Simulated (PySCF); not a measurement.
The same groups moved round the core (styrene fluoro+silyl). Gas-phase values, no solvent. One relaxed conformer stands for each flexible species; it need not be the lowest. Strings in code marks are SMILES.

The four lowest singlet excitations (Tamm–Dancoff). The numbers are results of PBE0-D3(BJ)/def2-TZVP // PBE0-D3(BJ)/def2-SVP run with PySCF, not measurements. Excitations are Tamm–Dancoff values on a coarser integration grid. The basis has no diffuse functions, so Rydberg states are missing or too high.

| state | energy (eV) | wavelength (nm) | oscillator strength |
|---|---|---|---|
| S1 | 4.73 | 262 | 0.119 |
| S2 | 5.12 | 242 | 0.615 |
| S3 | 6.06 | 205 | 0.158 |
| S4 | 6.38 | 194 | 0.039 |

Question: Say which member gives these states.
A) `C=C([SiH3])c1ccccc1F` (Si–C–C–C torsion 145°)
B) `C=Cc1ccc([SiH3])c(F)c1` (C–C–C–C torsion 179°)
C) `C=C(F)c1ccccc1[SiH3]` (F–C–C–C torsion 157°)
D) `C=C([SiH3])c1ccc(F)cc1` (Si–C–C–C torsion 33°)

Answer: B, `C=Cc1ccc([SiH3])c(F)c1` (C–C–C–C torsion 179°)
